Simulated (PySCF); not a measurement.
A structure optimised at PBE0-D3(BJ)/def2-SVP, used in a PySCF frequency run:

```xyz
12

C      0.0000     2.8118     0.6721
C      0.0000     2.0283    -0.4186
C      0.0000     0.6100    -0.3941
C      0.0000    -0.6100    -0.3941
C      0.0000    -2.0283    -0.4186
C      0.0000    -2.8118     0.6721
H      0.0000     3.9000     0.5776
H      0.0000     2.3865     1.6788
H      0.0000     2.4930    -1.4123
H      0.0000    -2.4930    -1.4123
H      0.0000    -2.3865     1.6788
H      0.0000    -3.9000     0.5776
```

**Question.** Write its SMILES, formula and point group.

**Answer.** C=CC#CC=C, C6H6, C2v

**Question.** What are its rotational constants (standard atomic weights)?

**Answer.** 17.348, 1.4343, 1.3247 GHz
